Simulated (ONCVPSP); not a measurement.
Reading a pseudo-wave (tungsten)

Columns: radius, all-electron u(r) and pseudo u(r) of the 5p shell (level -50.72 eV) of tungsten in the configuration [Kr] 4d10 4f14 5s2 5p6 5d4 6s1; PBE, scalar-relativistic, ONCV scheme, ONCVPSP 4.0.1.

```csv
r (bohr),all-electron,pseudo
0.103,0.2048,0.0242
0.205,0.1526,0.0932
0.308,-0.4182,0.2007
0.410,-0.5160,0.3333
0.513,-0.2281,0.4798
0.615,0.1728,0.6232
0.718,0.5355,0.7534
0.820,0.7965,0.8576
0.923,0.9569,0.9312
1.025,1.0299,0.9700
1.128,1.0386,0.9756
1.230,1.0030,0.9516
1.332,0.9399,0.9042
1.435,0.8607,0.8392
1.538,0.7749,0.7637
1.640,0.6895,0.6845
1.743,0.6066,0.6049
1.845,0.5301,0.5296
1.948,0.4596,0.4595
2.050,0.3969,0.3968
2.153,0.3408,0.3407
2.255,0.2919,0.2919
2.358,0.2489,0.2489
2.460,0.2120,0.2120
2.562,0.1801,0.1801
2.665,0.1525,0.1525
```

(1) How many radial nodes do the two functions have?

(2) At about which radius was the pseudo-wave matched?

(3) Is the pseudo-wave norm-conserving?

Answers

(1) The all-electron 5p function has n − l − 1 = 3 (the table is too coarse to show those close to the nucleus); the pseudo-wave has 0, since the states of the same l below it are removed with the core.

(2) 2.05 bohr, where the columns begin to agree (steps of 0.10 bohr).

(3) Yes: the ONCV scheme keeps the norm inside the radius equal to the all-electron one, which fixes the energy derivative of the logarithmic derivative at the level.
